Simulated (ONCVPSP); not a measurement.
**How hard is this K ONCV potential?**

ONCVPSP 4.0.1 input, shortened (lines: element, Z, core and valence counts, functional; n l f; lmax; l rc ep ncon nbas qcut; lloc lpopt rc5 dvloc0; l nproj debl; icmod fcfact rcfact), BLYP, fully relativistic:

```
  K 19.00    3    3  -106131      upf
    1    0    2.00
    2    0    2.00
    2    1    6.00
    3    0    2.00
    3    1    6.00
    4    0    1.00
    2
    0    1.90    0.00    5    9    5.70
    1    2.10    0.00    4    8    6.00
    2    1.95    0.09    4    7    4.50
    4    5    1.80    0.00
    0    2    0.50
    1    2    1.40
    2    2    3.70
    3    5.50    1.15
```

Open shells are filled in proportion to 2j + 1.

**Question.** For each optimised wave give the share of its norm inside rc, the residual kinetic energy above qcut (Ha) and the cutoffs (Ha) for errors of 10, 1, 0.1 and 0.01 mHa per electron.

**Answer.**

| wave | norm inside rc | residual KE | 10 mHa | 1 mHa | 0.1 mHa | 0.01 mHa |
| --- | --- | --- | --- | --- | --- | --- |
| 3s | 0.898 | 9.6e-05 | 8.8 | 12.9 | 16.9 | 57.0 |
| 4s | 0.027 | 1.6e-05 | 2.3 | 9.3 | 13.6 | 17.5 |
| 3p j=3/2 | 0.865 | 1.2e-06 | 8.7 | 11.7 | 14.2 | 16.2 |
| p projector 2 j=3/2 | 0.083 | 6.3e-07 | 7.4 | 10.7 | 13.4 | 15.7 |
| 3p j=1/2 | 0.868 | 1.3e-06 | 8.8 | 11.8 | 14.2 | 16.3 |
| p projector 2 j=1/2 | 0.084 | 7.3e-07 | 7.5 | 10.7 | 13.5 | 15.8 |
| d projector 1 j=5/2 | 0.357 | 1.8e-02 | 11.7 | 39.2 | 46.9 | 63.7 |
| d projector 2 j=5/2 | 0.166 | 3.7e-01 | 36.1 | 58.3 | 65.6 | 86.6 |
| d projector 1 j=3/2 | 0.358 | 1.8e-02 | 11.7 | 39.2 | 47.0 | 63.8 |
| d projector 2 j=3/2 | 0.167 | 3.7e-01 | 36.5 | 58.3 | 65.6 | 86.7 |

The occupied waves need 13 Ha and 17 Ha for 1 and 0.1 mHa. The cutoffs count occupied waves only; projector 2 of the d channel, the hardest unoccupied one, needs 58 Ha at the loose tolerance.
